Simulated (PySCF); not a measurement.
Radial density of C+ (carbon, charge +1)

UHF, [He] 2s2 2p1, 2P determinant. Computed with PySCF 2.14 in 6-31G* (3s2p1d, 14 functions), with the non-relativistic Hamiltonian (point nucleus).

```
r (bohr)  4πr²ρ (e/bohr)  4πr²(ρα − ρβ)
 0.00488         0.03542         0.0000
 0.00820         0.09778         0.0001
  0.0138          0.2606         0.0002
  0.0232          0.6551         0.0004
  0.0390           1.539         0.0010
  0.0657           3.170         0.0024
   0.110           5.309         0.0064
   0.186           6.241         0.0226
   0.313           4.174         0.0948
   0.526           1.574         0.3002
   0.884           1.788         0.6130
    1.49           1.829         0.5500
    2.50          0.4233         0.1325
    4.21         0.01778         0.0073
```
